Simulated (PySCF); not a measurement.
# How methods differ on the ionisation energy of Tl⁵⁷⁺

Tl⁵⁷⁺ [Ar] 3d6 (5D) → Tl⁵⁸⁺ [Ar] 3d5 (6S), as a difference of total energies. Computed with PySCF 2.14 in an uncontracted even-tempered set (17 s from 15 bohr⁻², ratio 2.5; 13 p from 20 bohr⁻², ratio 2.5; 7 d from 20 bohr⁻², ratio 2.5; 4 f from 75 bohr⁻², ratio 2.7; 3 g from 110 bohr⁻², ratio 2.7), with scalar relativity by spin-free X2C-1e. Correlated levels: outer shells: [Ne] frozen; virtual orbitals above 40 to 60 times the deepest correlated orbital energy dropped. The calculations carry no spin-orbit coupling.

```
                method  ionisation energy (eV)
                   UHF                  5848.9
                   LDA                  5850.3
                   PBE                  5852.1
                  PBE0                  5851.9
                r2SCAN                  5852.5
                  TPSS                  5851.6
               r2SCANh                  5852.4
    MP2 (outer shells)                  5850.1
SCS-MP2 (outer shells)                  5850.4
```

Spin-orbit coupling is strong in these open shells (close to jj coupling). The scalar numbers leave it out and a first-order estimate fails, so it can dominate the gap to the real levels.

Breit and QED terms and the two-electron picture change are absent.

For comparison: 5824 ± 6 eV (theoretical estimate listed by NIST; NIST Atomic Spectra Database, ionization energies).
